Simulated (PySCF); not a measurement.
Zn: excitation energy

Zn [Ar] 3d10 4s2 (1S) → Zn [Ar] 3d10 4s1 5s1 (3S), as a difference of total energies. Calculation: PySCF 2.14, in x2c-TZVPPall with one added diffuse shell each of s, p, d, f type (7s6p5d3f1g, 80 functions); scalar relativity by spin-free X2C-1e. Correlated levels: valence: [Ar] frozen. The calculations carry no spin-orbit coupling.

```
           method  excitation energy (eV)
              UHF                   5.254
    MP2 (valence)                   6.503
SCS-MP2 (valence)                   6.568
   CCSD (valence)                   6.508
CCSD(T) (valence)                   6.628
```

Q: How much does correlation contribute at CCSD(T) (valence)?

A: 6.628 − (5.254) = 1.374 eV, measured against UHF.

Errors of the correlated levels include the incompleteness of this basis and the frozen core.

For comparison: 6.655 eV (measured; NIST levels).
